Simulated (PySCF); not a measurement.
Job file and geometry (Å, from PBE0-D3(BJ)/def2-SVP) of an NMR shielding run on `CC[C@@]12[C@H](C#C)CC[C@]1(COC)O2`, C11H16O2, GIAO PBE0/pcSseg-1 NMR shielding, non-relativistic, gas phase (PySCF 2.14.0, density-fitted response routines); density fitting, a coarse starting grid and PySCF grid level 2 are the driver's defaults:

```
$ OMP_NUM_THREADS=2 python probes_run.py task.json out

{"job": {"kind": "nmr", "xc": "PBE0", "basis": "pcSseg-1"}, "charge": 0, "multiplicity": 1}
C     -4.069486     1.274488    -0.816293
C     -3.020234     1.029729    -0.262493
C     -1.753456     0.723660     0.386378
C     -1.130053     1.892157     1.177274
C      0.362528     1.563967     1.246015
C      0.624094     0.816469    -0.040239
C      1.956990     0.173091    -0.279477
O      2.174031    -0.787679     0.713156
C      3.432165    -1.384170     0.640752
O      0.008327     1.420367    -1.171044
C     -0.642462     0.305172    -0.579153
C     -0.805636    -0.929797    -1.416853
C     -0.823646    -2.209931    -0.592646
H     -4.999748     1.503043    -1.301772
H     -1.912304    -0.131487     1.068753
H     -1.598530     2.018722     2.162858
H     -1.283807     2.818721     0.608352
H      0.991453     2.463330     1.341589
H      0.604131     0.893089     2.085776
H      2.750325     0.950179    -0.252976
H      1.977991    -0.272866    -1.292468
H      3.507014    -2.114950     1.457570
H      3.585033    -1.912814    -0.320658
H      4.246941    -0.642011     0.754189
H      0.015802    -0.951061    -2.148765
H     -1.735482    -0.827926    -2.002047
H      0.084560    -2.283823     0.024999
H     -0.875305    -3.096268    -1.242099
H     -1.694699    -2.249449     0.079731
```

Problem. What does the program print?

Solution. 
```
coarse grid: 24040 points
cycle   1  E = -578.1624495610  dE =  2.004e+00  |g| = 8.106e-01  |ddm| = 5.057e+00
cycle   2  E = -578.0491835436  dE =  1.133e-01  |g| = 1.152e+00  |ddm| = 1.920e+00
cycle   3  E = -578.2932638164  dE = -2.441e-01  |g| = 1.538e-01  |ddm| = 1.234e+00
cycle   4  E = -578.2973726616  dE = -4.109e-03  |g| = 6.006e-02  |ddm| = 1.890e-01
cycle   5  E = -578.2980191802  dE = -6.465e-04  |g| = 2.573e-02  |ddm| = 7.454e-02
cycle   6  E = -578.2981416801  dE = -1.225e-04  |g| = 8.271e-03  |ddm| = 2.497e-02
cycle   7  E = -578.2981555414  dE = -1.386e-05  |g| = 3.516e-03  |ddm| = 8.030e-03
cycle   8  E = -578.2981582413  dE = -2.700e-06  |g| = 4.509e-04  |ddm| = 3.188e-03
final grid: 231656 points
cycle   9  E = -578.4003861430  dE = -7.458e-05  |g| = 1.517e-02  |ddm| = 7.091e-02
cycle  10  E = -578.4003318734  dE =  5.427e-05  |g| = 2.290e-02  |ddm| = 3.242e-02
cycle  11  E = -578.4004315628  dE = -9.969e-05  |g| = 3.053e-03  |ddm| = 2.081e-02
cycle  12  E = -578.4004334383  dE = -1.875e-06  |g| = 6.827e-04  |ddm| = 2.888e-03
cycle  13  E = -578.4004335216  dE = -8.336e-08  |g| = 3.218e-04  |ddm| = 7.813e-04
cycle  14  E = -578.4004335448  dE = -2.319e-08  |g| = 9.789e-05  |ddm| = 3.092e-04
cycle  15  E = -578.4004335467  dE = -1.870e-09  |g| = 2.510e-05  |ddm| = 1.018e-04
cycle  16  E = -578.4004335468  dE = -1.198e-10  |g| = 5.283e-06  |ddm| = 3.143e-05
converged SCF energy = -578.4004335468

GIAO shielding tensors (ppm)
atom      isotropic    diamagn.    paramagn.     s11        s22        s33       span
  0 C      108.025     258.883    -150.858     32.493     39.585    251.997    219.504
  1 C       97.229     257.802    -160.573     -5.988      0.330    297.345    303.334
  2 C      151.615     244.994     -93.379    126.728    160.208    167.909     41.181
  3 C      156.608     247.513     -90.905    135.004    157.002    177.818     42.813
  4 C      155.012     247.460     -92.449    132.249    162.045    170.741     38.492
  5 C      121.516     257.146    -135.630     81.780    117.777    164.991     83.211
  6 C      110.399     245.556    -135.157     80.869     95.091    155.236     74.367
  7 O      315.365     401.408     -86.042    291.892    313.844    340.360     48.468
  8 C      124.858     238.879    -114.021     93.378     97.495    183.701     90.323
  9 O      270.241     403.113    -132.873    126.416    335.434    348.871    222.455
 10 C      115.317     257.164    -141.847     76.603    110.056    159.293     82.690
 11 C      160.495     246.356     -85.861    143.467    161.332    176.686     33.219
 12 C      173.387     249.169     -75.783    162.478    171.983    185.699     23.221
 13 H       29.335      33.404      -4.069     23.797     24.106     40.102     16.304
 14 H       28.742      30.186      -1.443     25.766     27.452     33.009      7.243
 15 H       29.751      28.236       1.515     24.707     27.623     36.923     12.217
 16 H       29.743      30.711      -0.967     25.714     27.109     36.407     10.692
 17 H       29.766      29.910      -0.144     24.755     27.577     36.967     12.212
 18 H       29.565      31.188      -1.624     24.326     28.973     35.395     11.069
 19 H       27.853      30.824      -2.970     23.782     27.983     31.795      8.012
 20 H       28.308      33.060      -4.751     24.874     29.259     30.792      5.918
 21 H       27.566      26.764       0.802     23.396     24.625     34.677     11.280
 22 H       28.107      26.948       1.159     23.677     25.862     34.783     11.106
 23 H       28.114      25.861       2.253     23.802     25.488     35.052     11.250
 24 H       30.198      32.846      -2.648     25.687     29.000     35.907     10.220
 25 H       28.997      30.530      -1.532     24.185     28.353     34.454     10.269
 26 H       30.207      32.216      -2.009     23.702     30.900     36.019     12.318
 27 H       30.339      28.464       1.876     25.805     26.643     38.570     12.765
 28 H       30.362      30.681      -0.319     25.489     29.717     35.879     10.390
```

Problem. Turn these shieldings into chemical shifts. Referencing at the same level of theory: $^{13}$C (σ = 184.41 ppm) and $^{1}$H (σ = 31.27 ppm) vs TMS; $^{17}$O (σ = 334.56 ppm) vs H2O.

Solution. Averaging equivalent atoms: C 1: 87.2; C 0: 76.4; C 6: 74.0; C 10: 69.1; C 5: 62.9; C 8: 59.6; C 2: 32.8; C 4: 29.4; C 3: 27.8; C 11: 23.9; C 12: 11.0; O 9: 64.3; O 7: 19.2; H 19: 3.41; H 21/22/23: 3.34; H 20: 2.96; H 14: 2.52; H 25: 2.27; H 13: 1.93; H 18: 1.70; H 16: 1.52; H 15: 1.52; H 17: 1.50; H 24: 1.07; H 26/27/28: 0.96 ppm. Experimental scales use liquid or dissolved standards, which lie at an offset from isolated H2O (liquid H2O: subtract about 36 ppm).

Size and cost of the density-fitted run: 301 basis functions; peak memory 2.2 GiB.
